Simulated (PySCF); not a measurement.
Simulated absorption spectrum

C2H6GeO2.
Atom-mapped SMILES: `[CH3:1][O:2][C:3](=[O:4])[GeH3:5]` (hydrogens: H6, H7, H8 on C1; H9, H10, H11 on Ge5)

Cartesian coordinates in Å at the PBE0-D3(BJ)/def2-SVP level; atoms count from 1:
```xyz
11
C2H6GeO2 angstrom
C      2.090   -0.132    0.408
O      0.706   -0.181    0.730
C     -0.140   -0.177   -0.308
O      0.214   -0.133   -1.455
Ge    -2.036   -0.303    0.288
H      2.329    0.790   -0.142
H      2.377   -0.991   -0.216
H      2.628   -0.156    1.362
H     -2.898    0.413   -0.759
H     -2.402   -1.795    0.338
H     -2.215    0.327    1.677
```

The calculation used TDDFT CAM-B3LYP/def2-SVPD, vertical, gas phase, core orbitals frozen in the response in PySCF 2.14.0, density-fitted response routines. The CAM-B3LYP/def2-SVPD calculation is non-relativistic and has no spin–orbit coupling, an omission that weighs most on germanium.

Computed states:

| state | E (eV) | f |
| --- | --- | --- |
| S1 | 5.27 | 0.0041 |
| S2 | 7.25 | 0.023 |
| S3 | 7.75 | 0.091 |
| S4 | 7.93 | 0.176 |
| S5 | 7.96 | 0.034 |
| S6 | 8.18 | 0.026 |

Each state is given a Gaussian of 0.3 eV full width at half maximum, with ε(max) = 2.175×10⁸ f / Δν̃ (Δν̃ the width in cm⁻¹). The width is an assumption, not a result. The curve ends short of the highest state used, and states not computed would add to its high-energy end.

(1) What does the envelope look like, and where are its maxima?

(2) Coming from long wavelengths, where does ε first pass 100 L mol⁻¹ cm⁻¹?

(3) Does any computed singlet lie in the visible range?

(4) On this curve, what absorbance would a 10⁻³ mol/L sample give at 222 nm over a 1 cm path?

## Answers

(1) 
```csv
E (eV),ε (L mol⁻¹ cm⁻¹)
4.82,1
4.88,4
4.95,16
5.01,48
5.08,125
5.14,224
5.20,323
5.27,372
5.33,331
5.40,218
5.46,120
5.53,45
5.59,15
5.65,4
5.72,1
5.78,0
5.85,0
5.91,0
5.98,0
6.04,0
6.10,0
6.17,0
6.23,0
6.30,0
6.36,0
6.43,0
6.49,0
6.55,0
6.62,0
6.68,0
6.75,1
6.81,6
6.88,33
6.94,115
7.01,373
7.07,800
7.13,1376
7.20,1958
7.26,2088
7.33,1729
7.39,1273
7.46,1174
7.52,1962
7.58,3897
```

Maxima: 235 nm (5.27 eV), ε about 370, made up of S1 (100%); 171 nm (7.25 eV), ε about 2100, made up of S2 (100%) (ε in L mol⁻¹ cm⁻¹; maxima over ε = 5, shares over 10%). At its high-energy end, 7.58 eV, the curve is still rising (ε about 3900, from S3).

(2) At about 245 nm (5.06 eV), 0.21 eV below S1.

(3) No computed singlet lies in the visible range (380 to 750 nm); the lowest, at 235 nm, stands 2.01 eV above its violet end (3.26 eV).

(4) 222 nm is 5.585 eV, where ε is about 17 L mol⁻¹ cm⁻¹, so A = ε c l ≈ 0.017 (Beer–Lambert, with the gas-phase spectrum and the assumed width).

One conformer stands for the species.
